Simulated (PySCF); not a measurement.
C2H9ClOSi2, SMILES C[SiH2]O[Si@@H](C)Cl. The structure is a stationary point at PBE-D3(BJ)/def2-SVP. The structure was generated by enumeration; whether it is a known compound was not checked. One conformer was computed; it need not be the lowest.

Question: Give the equilibrium geometry at PBE-D3(BJ)/def2-SVP (PySCF confirms it by a frequency run) as Cartesian coordinates in Å. (Estimate from the structure and the level; the computed values follow.)

Answer: One answer among several that fit: 
```xyz
15

C      2.7676     0.1214     0.4271
Si     1.6022     1.0536    -0.7120
O      0.0422     1.1061    -0.0642
Si    -1.1171     0.0818     0.5404
C     -2.7624     0.4123    -0.2747
Cl    -0.5465    -1.8985     0.1329
H      2.4186    -0.9227     0.5578
H      3.7927     0.0971     0.0033
H      2.8167     0.6024     1.4249
H      1.5526     0.4012    -2.0679
H      2.0284     2.4848    -0.8757
H     -1.1724     0.2155     2.0320
H     -3.5451    -0.2562     0.1366
H     -2.6924     0.2426    -1.3676
H     -3.0692     1.4640    -0.1012
```
